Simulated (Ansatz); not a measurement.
`C[CH2][Mg][Cl]` + H–F → `[F][Mg][Cl]` + `CC` at 500 K and 1 bar (ligand exchange at a Mg–C bond).

Computed with Ansatz on PBE0-D4/def2-TZVP structures; ΔE is electronic, products minus reactants. CCSD(T)/CBS is the MP2 limit (def2-TZVPP, def2-QZVPP) plus CCSD(T) − MP2 in def2-TZVPP, frozen cores. This one scheme is used for every species. For Mg outer-core shells are correlated without core-valence functions, which leaves a few kJ/mol of doubt a bond. Each species was taken in one conformer, which may not be the lowest.

| species | CCSD(T)/CBS energy (Eh) | H − E (kJ/mol) | S (J/(mol·K)) |
| --- | --- | --- | --- |
| `C[CH2][Mg][Cl]` | -738.85772 | 210.7 | 387.9 |
| H–F | -100.39570 | 39.4 | 188.7 |
| `[F][Mg][Cl]` | -759.61026 | 33.4 | 294.5 |
| `CC` | -79.71954 | 220.5 | 259.9 |

H − E and S are ideal-gas, rigid-rotor, harmonic terms from PBE0-D4/def2-TZVP, for one conformer and one mirror image of each species. 1 Eh = 2625.50 kJ/mol, R = 8.31446 J/(mol·K).

**Question.** By hand: ΔE, ΔH, ΔS and ΔG.

**Answer.** ΔE = (-759.61026) + (-79.71954) − (-738.85772) − (-100.39570) = -0.07638 Eh = -200.5 kJ/mol. Δ(H − E) = 33.4 + 220.5 − 210.7 − 39.4 = 3.8, so ΔH = -196.7 kJ/mol. ΔS = 294.5 + 259.9 − 387.9 − 188.7 = -22.2 J/(mol·K). ΔG = -196.7 − 500 × (-22.2)/1000 = -185.6 kJ/mol.

**Question.** By hand: the equilibrium constant, and the temperature at which ΔG would vanish if ΔH and ΔS stayed fixed.

**Answer.** log₁₀ K = −ΔG/(RT ln 10) = 19.4. ΔG = 0 at ΔH/ΔS = 8860 K, far beyond where these terms or the molecules hold.

ΔH outweighs TΔS. A doubt of 5 kJ/mol in ΔE shifts log₁₀ K by 0.5 here. Other conformers and mirror images would add mixing entropy, several J/(mol·K) or more a flexible species. These are equilibria of isolated gas molecules and say nothing of rates. Largest T1 diagnostic: 0.010 (customary marks: 0.02 for closed shells, 0.045 for open ones).
